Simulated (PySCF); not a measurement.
C₄H₅FSi, SMILES C#C/C=C\[SiH2]F.

Coordinates come from a ωB97X-D3(BJ)/def2-SVP optimisation. The structure was generated by enumeration; whether it is a known compound was not checked. One conformer was computed; it need not be the lowest.

Method: B3LYP/def2-TZVP run with PySCF.

Symmetry labels are those of the subgroup Cs that the program uses (full group Cs).

Computed valence orbital energies around the gap with their symmetry:
| orbital | symmetry | energy (eV) |
|---|---|---|
| HOMO−7 | A" | -12.02 |
| HOMO−6 | A' | -11.98 |
| HOMO−5 | A' | -11.49 |
| HOMO−4 | A" | -10.04 |
| HOMO−3 | A' | -9.24 |
| HOMO−2 | A" | -9.16 |
| HOMO−1 | A' | -8.19 |
| HOMO | A" | -7.32 |
| LUMO | A" | -1.82 |
| LUMO+1 | A' | -0.17 |
| LUMO+2 | A' | 0.49 |
| LUMO+3 | A' | 1.23 |
